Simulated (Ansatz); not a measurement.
C$_{2}$H$_{6}$BF$_{2}$N (`CN(BF)CF`). Charge 0, multiplicity 1. The structure was optimised at the PBE0-D4/def2-TZVP level. It is one conformer, not always the lowest.

```xyz
12

C    -0.180    0.384   -1.304
N    -0.026    0.127    0.114
B     0.151    1.160    1.043
F     0.315    0.870    2.336
C    -0.008   -1.240    0.488
F     1.162   -1.853    0.061
H    -0.188    1.458   -1.480
H     0.642   -0.057   -1.873
H    -1.121   -0.037   -1.673
H     0.141    2.306    0.703
H    -0.057   -1.333    1.572
H    -0.830   -1.785    0.012
```

(1) What is the dipole moment at B3LYP/def2-TZVPP? (Estimate.)

(2) And with PBE, r2SCAN, ωB97M-V? (Best estimate.)

(3) Give the Mulliken charges with B3LYP, PBE, r2SCAN in def2-TZVPP. (Best estimate.)

Results:

(1) Computed: 2.31 D, with components (-1.68, 0.19, -1.57) D in this frame, pointing from negative to positive charge.

(2) Computed: PBE 2.20 D, r2SCAN 2.25 D, ωB97M-V 2.27 D.

(3) Computed: 
| atom | B3LYP | PBE | r2SCAN |
| --- | --- | --- | --- |
| C1 | -0.18 | -0.18 | -0.07 |
| N2 | -0.11 | -0.03 | -0.11 |
| B3 | 0.20 | 0.13 | 0.23 |
| F4 | -0.26 | -0.22 | -0.28 |
| C5 | 0.12 | 0.08 | 0.21 |
| F6 | -0.25 | -0.21 | -0.25 |
| H7 | 0.10 | 0.09 | 0.06 |
| H8 | 0.12 | 0.11 | 0.08 |
| H9 | 0.09 | 0.09 | 0.05 |
| H10 | -0.02 | -0.04 | -0.04 |
| H11 | 0.10 | 0.09 | 0.06 |
| H12 | 0.09 | 0.08 | 0.04 |

B3LYP here is the variant with VWN-RPA as its local correlation; programs differ in this.
